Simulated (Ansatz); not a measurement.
Molecule: HfF, net charge 0, quartet state. The spin state was set by rule; other spins were not relaxed. 
Structure (B3LYP-D3(BJ)/def2-TZVP (Ansatz, a first-principles code) minimum search):
SMILES: [F][Hf]
```xyz
2

Hf     0.0000     0.0000    -0.2122
F      0.0000     0.0000     1.6975
```
Charge 0, spin multiplicity 4.

Question: Give the harmonic wavenumbers at B3LYP-D3(BJ)/def2-TZVP (Ansatz, finite differences of forces, unscaled).

Answer: 599 cm⁻¹. Zero-point energy 0.9 kcal/mol.

Question: From these and the geometry, give the ideal-gas thermochemistry at 298.15 K and 1 atm (rigid rotor, harmonic oscillator).

Answer: Point group C∞v, rotational symmetry number 1. Rotational constants 8.07, 8.07 GHz. S(trans) 41.75, S(rot) 15.19, S(vib) 0.45, S(elec, spin only) 2.75, S 60.1 cal/(mol K). H(298) - H(0) 2.17 kcal/mol; G - E(el) -14.9 kcal/mol.
